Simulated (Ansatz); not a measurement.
Reactions of CH4FIOSi (`F[SiH2]OCI`).

Calculated with Ansatz (gas phase, PBE0-D4/def2-TZVP geometries, no zero-point term in ΔE). CCSD(T)/CBS is the MP2 limit (def2-TZVPP, def2-QZVPP) plus CCSD(T) − MP2 in def2-TZVPP, frozen cores. This one scheme is used for every species, atoms too. Functionals use def2-TZVPP. B3LYP here is the variant with VWN-RPA as its local correlation; programs differ in this. No spin–orbit coupling; open shells (•) take unrestricted orbitals. Spin–orbit coupling would lower the free atoms: a little for C, F, O, Si; strongly for I. Elements past krypton have def2 core potentials. For I outer-core shells are correlated without core-valence functions, so the limit isn't a true one: a few kJ/mol of doubt a bond, and 10 to 20 or more in all where bonds break to atoms. Each species was taken in one conformer, which may not be the lowest.

```json
{"reaction": "`F[SiH2]OCI` + H–F → `FCO[SiH2]F` + HI", "B3LYP-D4 (kcal/mol)": "1.7", "CCSD(T)/CBS(def2) (kcal/mol)": "4.5"}
{"reaction": "`F[SiH2]OCI` → C• + F• + 4 H• + I• + O• + Si•", "B3LYP-D4 (kcal/mol)": "759.6", "CCSD(T)/CBS(def2) (kcal/mol)": "768.3"}
{"reaction": "`F[SiH2]OCI` + H₂ → `[SiH3]OCI` + H–F", "B3LYP-D4 (kcal/mol)": "31.8", "CCSD(T)/CBS(def2) (kcal/mol)": "31.1"}
{"reaction": "`F[SiH2]OCI` + CH₃OH → `COCI` + `O[SiH2]F`", "B3LYP-D4 (kcal/mol)": "-6.7", "CCSD(T)/CBS(def2) (kcal/mol)": "-7.0"}
{"reaction": "`F[SiH2]OCI` + H–F → `FCI` + `O[SiH2]F`", "B3LYP-D4 (kcal/mol)": "1.3", "CCSD(T)/CBS(def2) (kcal/mol)": "2.7"}
{"reaction": "`F[SiH2]OCI` + H₂ → `CO[SiH2]F` + HI", "B3LYP-D4 (kcal/mol)": "-13.6", "CCSD(T)/CBS(def2) (kcal/mol)": "-13.6"}
```

Largest T1 diagnostic: 0.012, for Si•.
